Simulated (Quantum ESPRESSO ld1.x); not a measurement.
Problem. All-electron atom: As XI in [Ar] 3d5 (the NIST ground configuration). Calculated with ld1.x of Quantum ESPRESSO 7.5: Dirac Kohn-Sham, PW91, spin-unpolarised, spherical densities, point nucleus; open shells fill j = l - 1/2 first. Some entries of the table are withheld. Estimate them.

| orbital | occ. | eigenvalue (eV) | <1/r> (bohr^-1) | r(max) (bohr) |
|---|---|---|---|---|
| 1s1/2 | 2 | -11977.742 | 33.47 | 0.030 |
| 2s1/2 | 2 | -1749.105 | 7.425 | 0.171 |
| 2p1/2 | 2 | (1) | 7.385 | 0.134 |
| 2p3/2 | 4 | (2) | 7.171 | 0.137 |
| 3s1/2 | 2 | -424.459 | 2.543 | (3) |
| 3p1/2 | 2 | (4) | 2.449 | 0.498 |
| 3p3/2 | 4 | (5) | 2.400 | 0.506 |
| 3d3/2 | 4 | -273.726 | 2.219 | 0.439 |
| 3d5/2 | 1 | -272.700 | 2.207 | 0.439 |

Solution. 
(1) 2p1/2 eigenvalue (eV): -1591.072
(2) 2p3/2 eigenvalue (eV): -1554.461
(3) 3s1/2 r(max) (bohr): 0.506
(4) 3p1/2 eigenvalue (eV): -370.671
(5) 3p3/2 eigenvalue (eV): -364.741
